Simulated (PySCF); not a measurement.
## Iodine: a sound run and one with changed settings

Sound run: I [Kr] 4d10 5s2 5p5, I+ [Kr] 4d10 5s2 5p4. All numbers are calculated (PySCF 2.14, scalar relativity by spin-free X2C-1e, in x2c-SVPall). In the sound run the correlated levels freeze [Kr] 4d10. The sound run starts from symmetry-adapted Hartree-Fock orbitals and uses a fine grid where one is needed.

Changed run: basis STO-3G, all-electron and non-relativistic. This setting is unsound on purpose.

| species | method | sound run (hartree) | changed run (hartree) | converged |
| --- | --- | --- | --- | --- |
| I | UHF | -7111.89438 | -6850.67625 | yes |
| I | TPSS | -7114.47905 | -6852.48300 | yes |
| I | MN15 | -7119.49261 | -6848.88781 | yes |
| I | MP2 | -7111.96959 | -6850.67625 | yes |
| I+ | UHF | -7111.54266 | -6850.40437 | yes |
| I+ | TPSS | -7114.09180 | -6852.16292 | yes |
| I+ | MN15 | -7119.10967 | -6848.56865 | yes |
| I+ | MP2 | -7111.59973 | -6850.40437 | yes |

Ionisation energy of I:

| method | sound run (eV) | changed run (eV) |
| --- | --- | --- |
| UHF | 9.571 | 7.398 |
| TPSS | 10.537 | 8.710 |
| MN15 | 10.420 | 8.685 |
| MP2 | 10.064 | 7.398 |
| SCS-MP2 | 10.043 | 7.398 |

A minimal basis cannot let orbitals breathe on ionisation and holds almost no correlation. The Hamiltonian changed with the basis, so the totals do not compare.

For comparison, NIST gives 10.451 eV between the lowest levels.
